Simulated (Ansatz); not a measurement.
`OB([SiH3])N[SiH3]` and `O=CB(O)[SiH3]` differ in one atom or group.

Ansatz, PBE0-D4/def2-TZVP geometries, multiplicity 1. Each molecule was computed in one conformer, which needn't be the lowest.

```tsv
property	`OB([SiH3])N[SiH3]`
HOMO–LUMO gap (B3LYP/def2-TZVPP) / eV	7.36
LUMO energy (B3LYP/def2-TZVPP) / eV	-0.43
size of the dipole moment (ωB97M-V/def2-TZVPP) / D	0.40
size of the dipole moment (PBE/def2-TZVPP) / D	0.24
HOMO energy (ωB97M-V/def2-TZVPP) / eV	-10.21
HOMO energy (PBE/def2-TZVPP) / eV	-6.69
```

Task: Give the same properties after the change, and the shifts. (Best estimate.)

Result: Ansatz gave: 
```csv
property,`O=CB(O)[SiH3]`,shift
HOMO–LUMO gap (B3LYP/def2-TZVPP) / eV,4.33,-3.03
LUMO energy (B3LYP/def2-TZVPP) / eV,-2.96,-2.53
size of the dipole moment (ωB97M-V/def2-TZVPP) / D,0.82,0.42
size of the dipole moment (PBE/def2-TZVPP) / D,0.65,0.41
HOMO energy (ωB97M-V/def2-TZVPP) / eV,-9.76,0.45
HOMO energy (PBE/def2-TZVPP) / eV,-6.02,0.67
```

With PBE0 the HOMO rises by 0.54 eV and the LUMO falls by 2.48 eV, so the gap narrows by about 3.02 eV. PBE moves the HOMO by 0.67 eV and ωB97M-V by 0.45 eV. Dipoles are sizes alone; their direction can turn.

B3LYP here is the variant with VWN-RPA as its local correlation; programs differ in this.
